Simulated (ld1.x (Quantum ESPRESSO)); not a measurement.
**Configuration tests for manganese (Mn) (PAW)**

Mn, PAW, made with ld1.x (Quantum ESPRESSO) 7.5 (Wu–Cohen, fully relativistic). Core [Ne] 3s2, reference 3p6 3d5 4s0 4p0 (charge +2). Waves: 4s (bound, empty): rcut 1.95, rcutus 2.70 bohr; 4s channel at 1.15 Ry: rcut 1.95, rcutus 2.70 bohr; 3p (bound): rcut 1.20, rcutus 1.25 bohr; 4p (bound, empty): rcut 1.20, rcutus 1.25 bohr; 3d (bound): rcut 0.65, rcutus 0.90 bohr; 3d channel at -0.2 Ry: rcut 0.65, rcutus 0.90 bohr. Local part: all-electron potential smoothed inside 1.85 bohr (lloc = -1). Core correction: Bessel-smoothed model core inside 0.95 bohr. Augmentation charge: BESSEL, radius 0.65 bohr.

Open shells are filled in proportion to 2j + 1 (rel_dist='average').

Energies are relative to the spin-unpolarised reference configuration 3p6 3d5 4s0 4p0; without spin polarisation the order of configurations can differ from experiment. Not all tests gave a result: test run stopped at test 6 of 7 (negative rho).

| valence configuration | charge | ΔE all-electron (eV) | error AE − PS (meV) |
| --- | --- | --- | --- |
| 3p6 3d5 4s1 4p0 | +1 | -15.479 | +51 |
| 3p6 3d4 4s0 4p0 | +3 | 32.510 | -44 |
| 3p6 3d5.5 4s1.5 4p0 | 0 | -24.409 | +60 |
| 3p6 3d5 4s0 4p2 | 0 | -15.918 | -0.4 |

Problem. What are ΔE and the potential's error for 3p6 3d5 4s2 4p0?

Solution. ΔE = -23.925 eV all-electron; the error (AE − PS) is +186 meV.

Levels in the configuration 3p6 3d5 4s1 4p0:

```
   level  all-electron (eV)  pseudo (eV)
3p j=1/2            -63.615      -63.525
3p j=3/2            -62.341      -62.255
3d j=3/2            -15.030      -14.964
3d j=5/2            -14.910      -14.844
4s j=1/2            -11.877      -11.980
```

The ghost test of this file was not conclusive.
